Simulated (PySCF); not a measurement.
Unknown compound

Molecular formula: C$_{3}$H$_{5}$BO$_{2}$. Simulated spectra:

1H NMR (600 MHz, computed): δ 3.55 (br s, 2H), 2.04 (s, 3H).

13C{1H} NMR (computed): δ 95.1 (C), 75.7 (C), 6.5 (CH3).

- spin–spin couplings from B3LYP/pcJ-1 (spin–dipole term only in couplings to heteroatoms)
- geometry: PBE0-D3(BJ)/def2-SVP
- shielding tensors at KT3/pcSseg-2 (GIAO)
- run in PySCF 2.14.0 with density-fitted response routines
- fast rotation and ring inversion assumed for equivalent nuclei, no relativistic terms, one conformer, no solvent model

References, each an isolated molecule treated in the same way: 1H (σref 31.35) and 13C (σref 181.31) vs TMS.

Deduce the structure.

## Answers


1. 3 carbon signals for 3 carbons: no two carbons are equivalent.
2. Carbon types of the structure: 2 × C, 1 × CH3, leaving 2 H on heteroatoms.
3. δC 95.1, 75.7: alkyne carbon; sp carbons lie upfield of alkene carbons because the cylindrical π system leaves one tensor component strongly shielded.
4. δC 6.5: propargylic methyl carbon; saturated and bonded to C and H only.
5. δH 3.55: hydrogen on an oxygen bonded to B; labile proton, position sensitive to the medium.
6. δH 2.04: hydrogen on a propargylic methyl carbon.

Structure: `OB(C#CC)O`.

This is the structure that produced the data.

OH and NH positions are those of a molecule without intermolecular hydrogen bonds; in solution they move with solvent, concentration and temperature, and exchange usually removes their couplings. A carbon bonded to boron is broadened by the quadrupolar boron nucleus and is often missing from a measured spectrum. Shifts are as computed, not scaled to solution data. Of 1211 compounds with measured shifts, 218 miss one by over three times the rms of a fit or turn the order of signals round; such compounds aren't used in these exercises.
